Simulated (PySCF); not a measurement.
## Polarisability and C₆ of Tl+ (thallium, charge +1)

[Xe] 4f14 5d10 6s2, closed-shell 1S. Computed with PySCF 2.14 in aug-cc-pVQZ-PP with one added diffuse shell each of s, p, d, f, g type with ECP60MDF (8s8p6d4f3g, 117 functions), with scalar relativity through the core potential. Coupled (time-dependent) response in atomic units; α is the mean over directions.

```
method  mean α (bohr³)  C₆ (like pair)  S(−4)
revPBE           20.14           160.9  117.7
```

S(−4) is the Cauchy moment in α(ω) = α(0) + S(−4) ω² + …

α(iu) at revPBE:

| u (hartree) | α(iu) (bohr³) |
| --- | --- |
| 0 | 20.14 |
| 0.0500 | 19.85 |
| 0.100 | 19.05 |
| 0.200 | 16.57 |
| 0.300 | 13.93 |
| 0.500 | 9.926 |
| 0.750 | 7.027 |
| 1.00 | 5.329 |
| 1.50 | 3.441 |
| 2.00 | 2.416 |
| 3.00 | 1.364 |
| 5.00 | 0.5895 |

For an ion, C₆ is the dispersion term alone; charge-induced terms of lower order in 1/R come first.

Energies and moments cover only the electrons outside the core potential. Spin-orbit coupling, which splits the p, d and f shells strongly at this Z, is absent.
